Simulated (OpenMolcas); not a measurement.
Fe2+ among 6 point charges of -1 e arranged as an octahedron (Oh).

- Program: OpenMolcas
- Method: CASSCF
- Basis: ANO-RCC-VDZP [5s4p2d1f]
- Scalar Hamiltonian: DKH2, point nucleus
- Active space: 6 electrons in 5 orbitals (3d)
- State averaging: 2S+1 = 5 even, 5 roots; 2S+1 = 3 even, 45 roots; 2S+1 = 1 even, 50 roots
- Spin-orbit coupling: state interaction with AMFI integrals over the reference wave functions

All point charges move together. At R = 1.58 Å the first state of the same spin is 8691 cm-1, and at R = 1.73 Å it is 6055 cm-1.

A third run gives 7149 cm-1. What distance was it run at?

With a power law R^-n the two known points give n = -ln(6055 / 8691) / ln(1.73 / 1.58) = 3.98. Then R = 1.58 × (8691 / 7149)^(1/3.98) = 1.659 Å. The run was at 1.66 Å, so the estimate is off by -0.001 Å.

An orbital triplet at a regular site is open to Jahn-Teller coupling, which can distort the site and quench the lowest spin-orbit gaps and is left out. Without dynamic correlation the repulsion within the d shell is too large (B by tens of per cent), so at a given field states of lower spin stand too high. Point charges carry no covalency, so the field is a model and not that of real ligands. No measured value stands beside these numbers.
